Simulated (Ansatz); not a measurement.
CH5NSSi can be A, `C1N[SiH2]S1`, or B, `NC1[SiH2]S1`.

Calculated with Ansatz (gas phase, PBE0-D4/def2-TZVP geometries, no zero-point term in ΔE). CCSD(T)/CBS is the MP2 limit (def2-TZVPP, def2-QZVPP) plus CCSD(T) − MP2 in def2-TZVPP, frozen cores. DFT in def2-TZVPP. One conformer a species, not always the lowest.

Task: Which isomer does CCSD(T)/CBS put lower? Give the gap. (An estimate is asked.)

Result: The calculation gave: A, by 18.9 kcal/mol.

Task: Give E(B) − E(A) in kcal/mol with B2PLYP, BLYP-D4, LDA (SPW92), ωB97M-V, CCSD(T)/def2-TZVPP, PBE-D4, CCSD(T)/def2-SVP. (Estimate.)

Result: The calculation gave: B2PLYP 17.8, BLYP-D4 14.4, LDA (SPW92) 14.7, ωB97M-V 19.3, CCSD(T)/def2-TZVPP 19.0, PBE-D4 13.7, CCSD(T)/def2-SVP 17.3. None reverses the order clearly.

Task: Does the order hold for the free energy at 298.15 K (harmonic terms from PBE0-D4)? (Estimate.)

Result: Ansatz gave: Yes: G(B) − G(A) = +18.7 kcal/mol, for one conformer each.

Largest T1 diagnostic: 0.013.

From BLYP to BHLYP (50 % exact exchange), in def2-TZVPP and without D4, E(B) − E(A) moves by +6.7 kcal/mol. In def2-TZVPP, CCSD(T) changes the Hartree–Fock value by −5.2 kcal/mol (the triples alone add −1.5 kcal/mol) and MP2 by −5.0 kcal/mol.
